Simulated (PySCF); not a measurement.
# Molybdenum: a sound run and one with changed settings

Sound run: Mo⁺ [Kr] 4d5, Mo²⁺ [Kr] 4d4. Computed with PySCF 2.14 in cc-pVTZ-PP with ECP28MDF (5s5p4d2f1g, 63 functions), with a scalar-relativistic core potential. In the sound run the correlated levels freeze 4s2 4p6 outside the core potential. The sound run starts from symmetry-adapted Hartree-Fock orbitals and uses a fine grid where one is needed.

Changed run: initial guess 1e, at most 50 SCF cycles.

```tsv
species	method	sound run (hartree)	changed run (hartree)	converged
Mo⁺	UHF	-67.11560	-67.11560	yes
Mo⁺	PBE0	-67.61161	-67.61161	yes
Mo⁺	r2SCAN	-67.64645	-67.64645	yes
Mo⁺	MP2	-67.17442	-67.17442	yes
Mo²⁺	UHF	-66.56134	-66.56134	yes
Mo²⁺	PBE0	-67.01368	-67.01424	yes
Mo²⁺	r2SCAN	-67.04791	-67.04887	yes
Mo²⁺	MP2	-66.59606	-66.59606	yes
```

Ionisation energy of Mo⁺:

```csv
method,sound run (eV),changed run (eV)
UHF,15.082,15.082
PBE0,16.271,16.255
r2SCAN,16.287,16.261
MP2,15.738,15.738
SCS-MP2,15.301,15.301
```

Where the changed run lies lower, it found another determinant of the same configuration, with other orbitals of the open shell filled.

For comparison, NIST gives 16.16 ± 0.12 eV between the lowest levels.
